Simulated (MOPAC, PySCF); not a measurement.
H₉GaSi₃, SMILES `[SiH3][Ga]([SiH3])[SiH3]`, neutral singlet in the gas phase. 

Z-matrix (Å, degrees):
```
Ga
Si 1 2.4299
H 2 1.4849 1 113.14
H 2 1.4854 3 108.14 1 124.70
H 2 1.4884 3 107.62 4 115.89
Si 1 2.4302 2 120.59 3 161.40
H 6 1.4846 1 113.57 2 -17.86
H 6 1.4860 7 108.08 1 124.11
H 6 1.4882 7 107.76 8 115.83
Si 1 2.4303 2 119.87 3 -19.98
H 10 1.4849 1 113.28 2 -158.99
H 10 1.4856 11 108.11 1 -124.72
H 10 1.4884 11 107.64 12 -115.84
```
Charge 0, spin multiplicity 1.

All levels are single points at this geometry (B3LYP-D3(BJ)/def2-TZVP); Pople sets use spherical d functions. Orbital energies aren't observables, and empty levels follow the basis.

B3LYP/LANL2DZ in PySCF gives HOMO (eV) = -7.24.

Problem. Estimate the HOMO (eV) from each of these levels: B3LYP-D3(BJ)/def2-TZVP in PySCF; M06-2X/6-31G* in PySCF; PBE/6-31G* in PySCF; SVWN5/6-31G* in PySCF; HF/6-31G* in PySCF; HF/STO-3G in PySCF; AM1 in MOPAC; PM3 in MOPAC.

Solution. 
```tsv
level	HOMO (eV)
B3LYP-D3(BJ)/def2-TZVP in PySCF	-7.05
M06-2X/6-31G* in PySCF	-8.08
PBE/6-31G* in PySCF	-6.17
SVWN5/6-31G* in PySCF	-6.23
HF/6-31G* in PySCF	-9.47
HF/STO-3G in PySCF	-5.73
AM1 in MOPAC	-8.98
PM3 in MOPAC	-8.32
```
